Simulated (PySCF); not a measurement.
# BeI⁻ at ωB97X

Computed with ωB97X; PySCF, scalar-relativistic core potentials, basis sets Be aug-cc-pVDZ, I aug-cc-pVDZ-PP with ECP28.

```json
{"state": "¹Σ⁺ (singlet), closed shell", "bond length": "2.538 Å", "harmonic wavenumber": "263 cm⁻¹", "force constant": "0.342 mdyn/Å", "rotational constant Be": "0.3110 cm⁻¹", "anharmonicity ωexe": "3.61 cm⁻¹", "vibration–rotation constant αe": "0.00627 cm⁻¹", "well depth De to Be + I⁻": "16.5 kcal/mol", "dissociation energy D0": "16.2 kcal/mol", "HOMO–LUMO gap": "5.45 eV", "bond order (Mayer)": "0.63", "dipole moment (positive dipole points towards I; it is taken about the centre of mass and depends on that origin)": "7.40 D"}
```

Spin–orbit coupling is left out. For an ion De counts to the pair picked by the measured ionisation energies or electron affinities, which need not be the lowest pair at this level.
